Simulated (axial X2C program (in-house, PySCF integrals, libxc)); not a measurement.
**Bond lengths and stretching modes, held linear, of HRuF**

Calculated with an axial X2C code built on PySCF integrals: two-component X2C with atomic mean-field Coulomb and Gaunt terms, Gaussian nuclei, basis H dyall-v3z, Ru dyall-v3z, F dyall-av3z with contracted cores. Spin-free rows use the one-electron spin-free X2C Hamiltonian.

Masses H 1.008, Ru 101.904, F 18.998 u. States: 2c Ω = 4 (beyond evenly filled blocks: ω = 3/2, ω = 5/2); spin-free M_S = 2, Λ = 2 (beyond evenly filled blocks: σα, π+α, π-α, δ+α, δ+β, δ-α).

PBE0, spin-free: energies above the lowest point

| r(H–Ru) (Å) | r(Ru–F) (Å) | E (meV) |
| --- | --- | --- |
| 1.6438 | 1.8622 | 36.85 |
| 1.6438 | 1.9100 | 11.14 |
| 1.6438 | 1.9577 | 34.64 |
| 1.6860 | 1.8622 | 22.60 |
| 1.6860 | 1.9100 | 0.00 |
| 1.6860 | 1.9577 | 26.14 |
| 1.6860 | 2.0055 | 90.25 |
| 1.7281 | 1.8622 | 31.20 |
| 1.7281 | 1.9100 | 11.42 |
| 1.7281 | 1.9577 | 39.96 |
| 1.7703 | 1.9100 | 41.92 |
| 1.7703 | 2.0055 | 140.71 |

Fit a quadratic surface with cubic terms in each bond: where is the minimum, and what are the two stretching wavenumbers?

At PBE0, spin-free: bonds 1.685 and 1.907 Å; harmonic stretches 604.3 and 1853.0 cm⁻¹; force constants 2.02, 3.46 and coupling 0.19 mdyn/Å.

The other levels and Hamiltonians give:

| Hamiltonian | level | r(H–Ru) (Å) | r(Ru–F) (Å) | lower stretch (cm⁻¹) | upper stretch (cm⁻¹) |
| --- | --- | --- | --- | --- | --- |
| 2c | PBE0 | 1.686 | 1.907 | 603.6 | 1851.1 |
| 2c | HF | 1.749 | 1.935 | 597.2 | 1730.2 |
| 2c | r2SCAN | 1.677 | 1.910 | 605.0 | 1868.8 |
| 2c | MP2 | 1.683 | 1.919 | 593.4 | 1860.7 |
| spin-free | HF | 1.748 | 1.934 | 597.9 | 1731.7 |
| spin-free | r2SCAN | 1.677 | 1.910 | 605.5 | 1870.6 |
| spin-free | MP2 | 1.683 | 1.918 | 594.6 | 1863.5 |

Each state is one determinant, the lowest of a limited PBE0 search; the stretches come from a fit to these few points and carry an uncertainty of a few per cent. Other orders of the atoms were not compared. MP2 freezes inner shells (threshold -2 hartree). The molecule was held linear; bending was not examined, so a bent shape may lie lower. Open-shell Ω = 0 determinants with evenly filled partner blocks cannot be reached by this program, so the Ω shown need not be the lowest component. Note: functional without a current term on a determinant with orbital currents, of the molecule or an atom. Note: several unpaired electrons, one determinant need not be a pure state.
